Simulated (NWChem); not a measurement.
# InH$_{3}$SeO$_{2}$; SMILES [OH][In]([OH])[SeH]

```xyz
7

In    -0.0109     0.6657     0.0000
O     -1.7331     1.6743     0.0000
H     -1.6122     2.6307     0.0000
O      1.7631     1.5868     0.0000
H      1.6945     2.5483     0.0000
Se    -0.0360    -1.8250     0.0000
H      1.4358    -1.8380     0.0000
```
Atoms are numbered in this order, from 1.

Results from NWChem. Structure relaxed at the PBE0/def2-SVP (def2 core potentials past Kr) level.

For level TPSS/STO-3G, non-relativistic:

| Quantity | Value |
|---|---|
| highest occupied level (eV) | -2.11 |
| orbital gap (eV) | 4.43 |
| dipole (D) | 3.21 |

Task: How do the values read with level TPSS/3-21G, non-relativistic instead?

Result: The highest occupied level (eV) comes out as -5.81. The orbital gap (eV) is 3.72 and the dipole (D) is 3.33.
